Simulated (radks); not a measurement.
Coherent X-ray form factor from a spherical all-electron density. Method: scalar-relativistic Kohn-Sham, LDA (Slater exchange, Perdew-Wang correlation), spin-polarised, spherical densities, finite nucleus; Fermi nuclear charge, rms radius of each element as measured or else 0.836 A^(1/3) + 0.57 fm; computed with a radial shooting solver on a logarithmic mesh with Libxc functionals.

| sin(theta)/lambda (1/angstrom) | f0 (electrons) |
|---|---|
| 0.05 | 63.448 |
| 0.1 | 61.866 |
| 0.15 | 59.454 |
| 0.2 | 56.485 |
| 0.25 | 53.236 |
| 0.3 | 49.943 |
| 0.4 | 43.810 |
| 0.5 | 38.623 |
| 0.6 | 34.310 |
| 0.8 | 27.543 |
| 1 | 22.640 |
| 1.25 | 18.603 |
| 1.5 | 16.073 |
| 2 | 12.569 |

The species is in the configuration that NIST lists as its ground one. Which atom or ion scatters so?

Answer. The erbium ion Er4+, [Xe] 4f10. Extrapolating in s^2 from the first two rows gives f0(0) = 64.0, near the electron count 64; among species with that count, the fall with angle is slower the higher Z, and the table is that of Z = 68; from so few rows the species is fixed only to a neighbour or two.
